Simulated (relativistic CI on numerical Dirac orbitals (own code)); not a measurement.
Radial parameters of W⁶⁵⁺

Calculated at this level of theory: Dirac-Coulomb-Breit CI, KLI orbitals optimised for each configuration, QED by a radiative potential, unscaled Slater integrals (own radial code, finite nucleus).

Slater integrals F^k, G^k are unscaled and averaged over j, outside the closed core 1s2; ζ comes from projecting the Hamiltonian with its Breit term on Σ l·s of the shell.

- 2s²2p⁵: ζ(2p) = 7.4662e+06 cm⁻¹; <r>(2p) = 0.06715, <r^2>(2p) = 0.005509 (bohr units).
- 2s²2p⁴3s: F^2(2p,2p) = 1.4028e+06, ζ(2p) = 7.5526e+06, G^1(2p,3s) = 151680 cm⁻¹; <r>(2p) = 0.06681, <r^2>(2p) = 0.005452, <r>(3s) = 0.179, <r^2>(3s) = 0.03664 (bohr units).
- 2p⁶3p: ζ(3p) = 2.1058e+06 cm⁻¹; <r>(3p) = 0.1745, <r^2>(3p) = 0.03533 (bohr units).

Averages of the first 10 configurations, taken without configuration mixing, which lowers the lowest level and can move excited configurations by several eV; other configurations of the list can lie among them:

| Configuration | Parity | States | Average energy above the lowest level (eV) |
| --- | --- | --- | --- |
| 2s²2p⁵ | odd | 6 | 464.1 |
| 2s2p⁶ | even | 2 | 1871.2 |
| 2p⁶3s | even | 2 | 12206.4 |
| 2s²2p⁴3s | even | 30 | 9401.1 |
| 2p⁶3p | odd | 6 | 12594.3 |
| 2p⁶3d | even | 10 | 12928.0 |
| 2s²2p⁴3p | odd | 90 | 9800.7 |
| 2s²2p⁴3d | even | 150 | 10134.6 |
| 2s2p⁵3s | odd | 24 | 10772.6 |
| 2s2p⁵3p | even | 72 | 11166.4 |
